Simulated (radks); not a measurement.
The numbers below are computed, except where a source is named.
Question: These are the eigenvalues of the occupied orbitals of an atom or ion with whole-number occupations (hartree). Code: a radial shooting solver on a logarithmic mesh with Libxc functionals. Model: scalar-relativistic Kohn-Sham, PBE, spin-polarised, spherical densities, finite nucleus; Fermi nuclear charge, rms radius of each element as measured or else 0.836 A^(1/3) + 0.57 fm.

| orbital | eigenvalue |
|---|---|
| 1s up | -1667.483 |
| 1s down | -1667.482 |
| 2s up | -282.1006 |
| 2s down | -282.0786 |
| 2p up | -253.3357 |
| 2p down | -253.3184 |
| 3s up | -71.74533 |
| 3s down | -71.73503 |
| 3p up | -62.71087 |
| 3p down | -62.69921 |
| 3d up | -50.34245 |
| 3d down | -50.32414 |
| 4s up | -24.01409 |
| 4s down | -23.95746 |
| 4p up | -20.93954 |
| 4p down | -20.88361 |
| 4d up | -16.57966 |
| 4d down | -16.52504 |

Which element is it, and in what charge state? The configuration may be excited. Open shells, if any, are filled with parallel spins first.

Answer: Z = 61, promethium, charge +16: Pm16+ in [Kr] 4d9. The list shows which subshells hold electrons but not how many an open one holds; the 1s level, -1667.5 hartree, gives Z - s = 57.7 by -(Z - s)^2/2, which with screening and relativity narrows Z to a few neighbours, and the depths of the outer levels then fix element, charge and occupations together.
